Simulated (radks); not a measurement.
Results of a calculation; reference values are marked as such.
Question: The mean radii <r> (bohr) of the occupied orbitals of an atom or ion are listed with their occupations. Level of theory: Dirac Kohn-Sham, LB94 model potential, spin-unpolarised, spherical densities, finite nucleus; Fermi nuclear charge, rms radius of each element as measured or else 0.836 A^(1/3) + 0.57 fm (a radial shooting solver on a logarithmic mesh with Libxc functionals).

orbital  occ.      <r>
1s1/2       2  0.03258
2s1/2       2   0.1401
2p1/2       2   0.1190
2p3/2       4   0.1237
3s1/2       2   0.3574
3p1/2       2   0.3435
3p3/2       4   0.3516
3d3/2       1   0.3103

Name the element and its charge. Open shells, if any, fill j = l - 1/2 first.

Answer: Z = 45, rhodium, charge +26: Rh26+ in [Ar] 3d1. The 1s radius gives Z: for a bare nucleus <r> = (2 gamma + 1)/(2Z) with gamma = sqrt(1 - (Z/c)^2), 0.0321 bohr for Z = 45, and screening makes it slightly larger (0.03258 here). The occupations add up to 19, and the charge is Z minus that.
